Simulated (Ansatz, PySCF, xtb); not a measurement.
Complex: HF (SMILES F) (first 2 atoms) with SiH4 (SMILES [SiH4]); geometry from B3LYP-D3(BJ)/def2-TZVP, rigid monomers moved along the line of their centres of mass till H2···H4 is 1.59 Å.
(charge 0, multiplicity 1):
```xyz
7

F     -0.2022    -0.4294    -0.4678
H     -0.1008    -0.7705     0.3912
Si    -0.0465     0.1068     2.8905
H      0.0392    -1.0454     1.9498
H      1.0412     1.0550     2.5758
H      0.1071    -0.4254     4.2607
H     -1.3649     0.7522     2.7278
```

Interaction energies are E(AB) − E(A) − E(B) at the monomers' geometry in the complex; basis-set methods are counterpoise corrected. Rows marked so take none.

Frozen-core correlation. Rows in 3-21G, 6-311+G** carry no dispersion term and start afresh at each structure.

Programs: Ansatz (a quantum-chemistry and plane-wave program) with Gaussian orbitals; PySCF for 3-21G rows, 6-311+G** rows, the dispersion terms; xtb for the GFN methods. 

```csv
level,interaction energy (kcal/mol)
GFN-FF,1.74
PBE-D3(BJ)/def2-TZVPPD,-2.11
r2SCAN-D4/def2-TZVPPD,-1.55
B3LYP/3-21G (no counterpoise),-3.19
B3LYP/6-311+G** (no counterpoise),[?]
B3LYP/def2-TZVPPD,-0.69
PBE0-D3(BJ)/def2-TZVPPD,[?]
PBE0-D4/def2-TZVPPD,-1.52
CCSD(T)/aug-cc-pV(T+d)Z,-0.71
```

Task: Complete the blanks.

Result: 
- B3LYP/6-311+G** (no counterpoise), interaction energy (kcal/mol): -0.76
- PBE0-D3(BJ)/def2-TZVPPD, interaction energy (kcal/mol): -1.65
